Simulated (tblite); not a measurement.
C3H8FN3Si.
Atom-mapped SMILES: `[N:1]#[C:2][CH2:3][CH2:4][NH:5][Si@H:6]([NH2:7])[F:8]` (hydrogens: H9, H10 on C3; H11, H12 on C4; H13 on N5; H14 on Si6; H15, H16 on N7)

Computed geometry: GFN2-xTB, gas phase.

(1) Give the optimised bond lengths and angles.

Results:

(1) 
```
          bond  length (Å)   order
         N1≡C2       1.144  triple
         C2–C3       1.436  single
         C3–C4       1.546  single
         C4–N5       1.440  single
        N5–Si6       1.716  single
        Si6–N7       1.724  single
        Si6–F8       1.610  single
         C3–H9       1.093  single
        C3–H10       1.092  single
        C4–H11       1.091  single
        C4–H12       1.095  single
        N5–H13       1.008  single
       Si6–H14       1.451  single
N7–H15, N7–H16       1.008  single
```

Bonds in one row agree within 0.01 Å and their mean is given. Orders are formal, as drawn. A selection of angles:
```
     angle  degrees
  N1–C2–C3    177.8
  C2–C3–C4    110.5
  C3–C4–N5    113.4
 C4–N5–Si6    123.3
 N5–Si6–N7    113.8
 N5–Si6–F8    105.7
 N7–Si6–F8    102.1
 H13–N5–C4    111.9
H13–N5–Si6    117.1
H15–N7–Si6    118.9
H16–N7–Si6    118.6
```

Torsions: C2–C3–C4–N5 -58° (synclinal); C3–C4–N5–Si6 -74° (synclinal); C4–N5–Si6–N7 66° (synclinal).

Of the pairs four or more bonds apart, Si6···H9 is among the closest relative to their van der Waals radii: 3.13 Å, 95 % of the sum of Bondi's values. The C–N distances run from 1.144 Å (N1≡C2, drawn triple) to 1.440 Å (C4–N5, drawn single), a spread of 0.296 Å. N7 (silicon-bound nitrogen) is pyramidal (angles 118.9°, 118.6° and 109.9°, sum 347.4°, 0.24 Å off the plane of its three neighbours). The C–C distances run from 1.436 Å (C2–C3, drawn single) to 1.546 Å (C3–C4, drawn single), a spread of 0.110 Å. N5 (silicon-bound nitrogen) has angles 123.3°, 117.1° and 111.9°, sum 352.4°, 0.21 Å off the plane of its three neighbours. Si6 (fluorine-bound silicon) is distorted tetrahedral (angles from 102.1° to 119.7°).

Point group: C1 (no symmetry element, even within 0.4 Å). Its GFN2-xTB frequencies are all real (lowest 28 cm⁻¹). The numbers are those of one conformer (C2–C3–C4–N5 -58°, C3–C4–N5–Si6 -74°, C4–N5–Si6–N7 66°, N5–Si6–N7–H 59° and -163°). 3 starts were optimised and ended at 0.00, 0.83 and 1.64 kcal/mol (GFN2-xTB); the lowest of these is shown.
